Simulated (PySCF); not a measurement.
**Worked example: oscillator strength and radiative lifetime**

In(Cl)(OH)(NH2) (ClH3InNO), SMILES [NH2][In]([OH])[Cl].

Coordinates come from a PBE-D3(BJ)/def2-SVP optimisation. The def2 effective core potentials stand for the cores of In; spin–orbit coupling is left out. Other conformers were not sampled.

TDDFT-ωB97X/def2-SVPD run with PySCF puts the first singlet state with f over 0.02 at 5.18 eV (vertical), with the transition dipole (-0.328, 0.127, -0.607) in atomic units.

Q: Find the oscillator strength, the wavelength and the radiative lifetime that this transition would have in vacuum if emission retraced absorption.

A: 
|μ|² = 0.4922 au, so |μ| = 1.78 D. ΔE = 5.18/27.211 = 0.1904 hartree. f = (2/3) ΔE |μ|² = 0.062 (the program prints 0.062).
λ = 1239.84/5.18 = 239 nm; ν = 41779 cm⁻¹.
Einstein's coefficient A = 0.6670 ν² f s⁻¹ (ν in cm⁻¹) = 7.3e7 s⁻¹, so τ = 1/A = 14 ns. This state is S1. The figure is the radiative limit of this one transition; relaxation, internal conversion, crossing to triplets and a medium change what is measured.
